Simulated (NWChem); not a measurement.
System: CHF2NOSi; SMILES O=C=N[SiH](F)F

Input file for NWChem:

```
start job
memory heap 200 mb stack 900 mb global 1100 mb
geometry units angstroms noautoz
  Si    -0.000112     0.895821     0.382210
  F     -1.292258     1.523965    -0.332277
  F      1.290967     1.524575    -0.333681
  N      0.000108    -0.778534     0.135684
  C      0.000551    -1.961619    -0.067089
  O      0.000900    -3.108840    -0.254516
  H      0.000642     1.247016     1.808148
end
basis spherical
  * library def2-svp
end
dft
  xc b3lyp
  iterations 150
  mulliken
end
task dft energy
```

Coordinates come from a PBE0/def2-SVP optimisation. B3LYP is NWChem's, with the RPA form of VWN correlation.

**Question.** Predict the main results of this run. (B3LYP/def2-SVP.) Quantities: energy (Ha); highest occupied level (eV); orbital gap (eV); dipole (D).

**Answer.** 
```
Quantity                      Result
---------------------------  -------
energy (Ha)                  -657.67
highest occupied level (eV)    -9.11
orbital gap (eV)                9.00
dipole (D)                      1.39
```
